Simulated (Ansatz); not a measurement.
## Worked example: CH2FI + C3H7FO → CH3I + C3H6F2O

Species: CH2FI (fluoroiodomethane) `FCI`, singlet; C3H7FO (2-fluoroethyl methyl ether) `COCCF`, singlet; CH3I (methyl iodide) `CI`, singlet; C3H6F2O `FCCOCF`, singlet. The partners trade F for H; both sit on C, so the bond types are kept.

Shapes, held fixed at every level: PBE0-D4/def2-TZVP. Flexible molecules stand in one conformer, not always the lowest. Programs: Ansatz 0.2.0. The zero-point and thermal change to 298 K, harmonic and unscaled (PBE0-D4/def2-TZVP), is +0.3 kJ/mol.

At CCSD(T)/def2-TZVPP; 1 Eh = 2625.50 kJ/mol:

```
species  energy (Eh)
  CH2FI  -436.101620
 C3H7FO  -293.157316
   CH3I  -336.975382
C3H6F2O  -392.305562
```

Problem. Work out ΔH(298 K) of the reaction at this level.

Solution. 
1. Products less reactants: (-336.975382) + (-392.305562) − [(-436.101620) + (-293.157316)] = -0.022008 Eh = -57.8 kJ/mol.
2. With the thermal change: -57.8 + (+0.3) = -57.5 kJ/mol.

Other levels give -60.7 (MP2/def2-SVP) to -51.0 kJ/mol (B3LYP-D4/def2-TZVPP). No measured value is set beside it here. For atoms past krypton def2 sets carry core potentials with scalar relativity. Outer-core shells of I are correlated, in sets that cover them unevenly.
